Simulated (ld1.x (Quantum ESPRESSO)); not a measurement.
**Scattering properties, PAW potential for W (Z = 74)**

tungsten, PAW, made with ld1.x (Quantum ESPRESSO) 7.5 (revPBE, fully relativistic). Core [Kr] 4d10, reference 4f14 5s2 5p6 5d4 6s2 6p0. Waves: 5s (bound): rcut 1.40, rcutus 1.65 bohr; 6s (bound): rcut 1.40, rcutus 1.65 bohr; 5p (bound): rcut 2.00, rcutus 2.10 bohr; 6p (bound, empty): rcut 2.00, rcutus 2.10 bohr; 5d (bound): rcut 1.90, rcutus 2.45 bohr; 5d channel at 2.15 Ry: rcut 1.90, rcutus 2.45 bohr; 4f (bound): rcut 0.60, rcutus 0.65 bohr; 4f channel at -1.35 Ry: rcut 0.60, rcutus 0.65 bohr. Local part: all-electron potential smoothed inside 1.25 bohr (lloc = -1). Core correction: Bessel-smoothed model core inside 0.45 bohr. Augmentation charge: BESSEL, radius 0.45 bohr.

Open shells are filled in proportion to 2j + 1 (rel_dist='average').

The phase is arctan(r·u′/u) with u = r·R(r), unwrapped; energies in Ry, scanned from -8 to 5 Ry. A pole is an energy at which the radial function vanishes at the test radius. The pseudo phase is shifted by a multiple of π to meet the all-electron one at the reference energy, and phase errors are pseudo minus all-electron; the curves can meet again beyond the range given. Levels narrower than the energy grid can be missing from the lists of poles.

| channel | radius (bohr) | reference energy (Ry) | poles, all-electron | poles, pseudo | unbroken range about the reference energy with phases within 0.05 rad | phase error 1 Ry above the reference energy (rad) |
| --- | --- | --- | --- | --- | --- | --- |
| s | 2.66 | -0.42 | -5.77, 2.13 | -5.77, 2.17 | below 4.3 | +0.001 |
| p1/2 | 2.66 | -0.12 | -3.64, 3.37 | -4.23, -3.64, 2.68 | -3.7 to 1.9 | -0.050 |
| p3/2 | 2.66 | -0.09 | -2.87, 3.98 | -5.42, -2.87, 3.15 | -5.3 to 0.8 | -0.057 |
| d3/2 | 2.66 | -0.36 | 0.21 | -1.00, 0.16 | -0.5 to 2.6 | -0.019 |
| d5/2 | 2.66 | -0.31 | 0.32 | -1.50, 0.28 | -0.5 to 2.7 | -0.012 |
| f5/2 | 2.66 | -2.52 | -2.51, 3.76 | -2.51, 3.67 | the whole range | +0.000 |
| f7/2 | 2.66 | -2.36 | -2.33, 3.79 | -2.33, 3.80 | the whole range | +0.000 |

The ghost test of this file was not conclusive.

Phases in the f5/2 channel:

```json
{"E (Ry)": "-8.00", "all-electron": "1.444", "pseudo": "1.444"}
{"E (Ry)": "-7.52", "all-electron": "1.441", "pseudo": "1.441"}
{"E (Ry)": "-7.04", "all-electron": "1.437", "pseudo": "1.437"}
{"E (Ry)": "-6.56", "all-electron": "1.433", "pseudo": "1.433"}
{"E (Ry)": "-6.08", "all-electron": "1.428", "pseudo": "1.428"}
{"E (Ry)": "-5.60", "all-electron": "1.423", "pseudo": "1.423"}
{"E (Ry)": "-5.12", "all-electron": "1.417", "pseudo": "1.417"}
{"E (Ry)": "-4.64", "all-electron": "1.410", "pseudo": "1.410"}
{"E (Ry)": "-4.16", "all-electron": "1.403", "pseudo": "1.403"}
{"E (Ry)": "-3.68", "all-electron": "1.394", "pseudo": "1.394"}
{"E (Ry)": "-3.20", "all-electron": "1.383", "pseudo": "1.383"}
{"E (Ry)": "-2.72", "all-electron": "1.367", "pseudo": "1.367"}
{"E (Ry)": "-2.24", "all-electron": "-1.778", "pseudo": "-1.778"}
{"E (Ry)": "-1.76", "all-electron": "-1.798", "pseudo": "-1.798"}
{"E (Ry)": "-1.28", "all-electron": "-1.821", "pseudo": "-1.821"}
{"E (Ry)": "-0.80", "all-electron": "-1.851", "pseudo": "-1.851"}
{"E (Ry)": "-0.32", "all-electron": "-1.893", "pseudo": "-1.893"}
{"E (Ry)": "0.16", "all-electron": "-1.958", "pseudo": "-1.958"}
{"E (Ry)": "0.64", "all-electron": "-2.073", "pseudo": "-2.074"}
{"E (Ry)": "1.12", "all-electron": "-2.328", "pseudo": "-2.332"}
{"E (Ry)": "1.60", "all-electron": "-3.054", "pseudo": "-3.075"}
{"E (Ry)": "2.08", "all-electron": "-4.040", "pseudo": "-4.062"}
{"E (Ry)": "2.56", "all-electron": "-4.427", "pseudo": "-4.440"}
{"E (Ry)": "3.04", "all-electron": "-4.587", "pseudo": "-4.598"}
{"E (Ry)": "3.52", "all-electron": "-4.678", "pseudo": "-4.690"}
{"E (Ry)": "4.00", "all-electron": "-4.743", "pseudo": "-4.759"}
{"E (Ry)": "4.48", "all-electron": "-4.801", "pseudo": "-4.825"}
{"E (Ry)": "4.96", "all-electron": "-4.864", "pseudo": "-4.907"}
```
